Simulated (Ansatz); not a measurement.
Basis-set extrapolation for C₃H₇ClMgO (`CC(C)[O][Mg][Cl]`) (PBE0-D4/def2-TZVP geometry, frozen core, Ansatz). Multiplicity 1, RHF reference. For Mg the program correlates outer-core shells too, which these sets cover unevenly, so the extrapolated numbers aren't a true limit.

```json
{"": "HF", "def2-TZVPP": "-851.867096", "def2-QZVPP": "-851.899197"}
{"": "MP2 correlation", "def2-TZVPP": "-1.146550", "def2-QZVPP": "-1.260722"}
{"": "CCSD(T) correlation", "def2-TZVPP": "-1.242677", "def2-QZVPP": "not run"}
```

Energies in hartree. Use E(X) = E(∞) + A·exp(−7.88·√X) for Hartree–Fock and E(X) = E(∞) + B·X^(−2.97) for correlation, with X = 3 and 4, and add CCSD(T) minus MP2 of the smaller set to the MP2 limit.

What is the CCSD(T) energy at the basis-set limit?

HF limit: -851.899197 + (-0.032101) × 0.13774 = -851.90362. MP2 limit: -1.260722 + (-0.114172) × 0.74074 = -1.34529. Higher-order term: -1.242677 − (-1.146550) = -0.09613. Total: -853.34504 hartree, 147.6 kcal/mol below CCSD(T)/def2-TZVPP.
